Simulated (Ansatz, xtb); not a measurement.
Stretching the N2–H5 bond in aminoborane (SMILES BN) (multiplicity 1 held, fragments rigid). Energies count from the point at 1.007 Å.
Geometry at that point (charge 0, multiplicity 1):
```xyz
6

B     -0.776     0.045    -0.003
N      0.609    -0.035     0.002
H     -1.414    -0.963    -0.031
H     -1.294     1.119     0.020
H      1.210     0.773     0.025
H      1.113    -0.907    -0.016
```

Restricted levels (R-, RO-) in cc, def2 and unpolarised 6-31G sets keep to the state of the molecule at rest. U- levels take the lowest unrestricted solution at each point, which mixes spins at long bonds. Active spaces are followed from a long bond inwards. Curves can end on different states.

Cores are frozen in the correlated methods.

The values were computed with Ansatz (a program for electronic structure) with Gaussian orbitals; xtb for the GFN methods.  The GFN methods have no spin term and hold the electronic entropy of 300 K.

Energies in eV.

```tsv
R (Å)	GFN2-xTB	U-CCSD/cc-pVTZ	R-CCSD(T)/cc-pVTZ	FIC-MRCISD+Q on CASSCF(2,2)/cc-pVTZ
0.806	1.48	1.45	1.47	1.46
0.906	0.27	0.28	0.29	0.28
1.007	0.00	0.00	0.00	0.00
1.108	0.17	0.21	0.20	0.20
1.208	0.55	0.66	0.64	0.65
1.359	1.25	1.53	1.48	1.50
1.510	1.97	2.43	2.36	2.38
1.762	3.06	3.80	3.61	3.63
2.014	3.91	4.78	4.50	4.51
2.316	4.63	5.33	5.10	5.12
2.719	5.22	5.51	5.34	5.45
3.222	5.55	5.55	5.26	5.57
```

Doubts at one or more of the structures used: a spin-contaminated determinant (U-CCSD/cc-pVTZ); T1 above 0.05 (U-CCSD/cc-pVTZ); a restricted determinant that unrestricted orbitals would lower (R-CCSD(T)/cc-pVTZ); other coupled-cluster roots lie near (R-CCSD(T)/cc-pVTZ).
